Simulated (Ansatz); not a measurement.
Ansatz (a program for electronic structure) job for C₃H₇NSi, SMILES C=C=CN[SiH3], PBE/def2-SVPD. The structure is a stationary point at B3LYP-D3(BJ)/def2-SVP. This is a generated structure with no PubChem entry under its InChIKey; it may be hypothetical. The values are those of a single conformer.

Ansatz 0.2 input:
```yaml
crystal:
  periodic: [false, false, false]
  atoms:
    - {symbol: C, position_ang: [-0.77070511, 2.44141394, -0.00000000]}
    - {symbol: C, position_ang: [0.17583586, 1.53426511, 0.00000000]}
    - {symbol: C, position_ang: [1.13194818, 0.62430866, -0.00000000]}
    - {symbol: N, position_ang: [0.94929368, -0.76262523, 0.00000000]}
    - {symbol: Si, position_ang: [-0.59894407, -1.57862286, -0.00000000]}
    - {symbol: H, position_ang: [-1.19036432, 2.84386725, -0.93227397]}
    - {symbol: H, position_ang: [-1.19036433, 2.84386725, 0.93227398]}
    - {symbol: H, position_ang: [2.17683866, 0.95887615, -0.00000000]}
    - {symbol: H, position_ang: [1.80417708, -1.30458169, -0.00000000]}
    - {symbol: H, position_ang: [-1.40485953, -1.23531496, 1.20692932]}
    - {symbol: H, position_ang: [-0.27288038, -3.03222869, -0.00000000]}
    - {symbol: H, position_ang: [-1.40485953, -1.23531496, -1.20692933]}
basis:
  gaussian:
    orbitals: def2-SVPD
hamiltonian:
  xc: {name: PBE}
```

Program output:

```
WARN ansatz: RAYON_NUM_THREADS=1 ignored (pool sized by the plan → 1); use --threads N
Functional definition: PBE
integrals: 0.09 GiB planned
1358 factors; their error is unknown
mean field: 0.61 GiB planned
mean field evaluation 1: about -12565.5859 eV, gradient 6.3e1 eV
mean field evaluation 2: about -12543.8520 eV, gradient 1.1e2 eV
mean field evaluation 4: about -12574.8769 eV, gradient 1.4e1 eV
mean field evaluation 8: about -12575.4003 eV, gradient 2.4e-1 eV
mean field evaluation 16: about -12575.3378 eV, gradient 1.7e-4 eV
mean field -12575.33779154 eV, -462.1351399690 hartree, gradient 6.3e-5 eV, S^2 0.000000; 0 other end points of the search recorded, 0 dependent functions left out
reference -12575.33783918 eV, -462.1351417199 hartree; 23, 23 occupied and 137, 137 virtual orbitals, 1358 factors
Total energy: -12575.33783918 eV, -462.1351417199 hartree
```

The calculation finished and met its thresholds.

Cost: roughly 6 core-seconds.
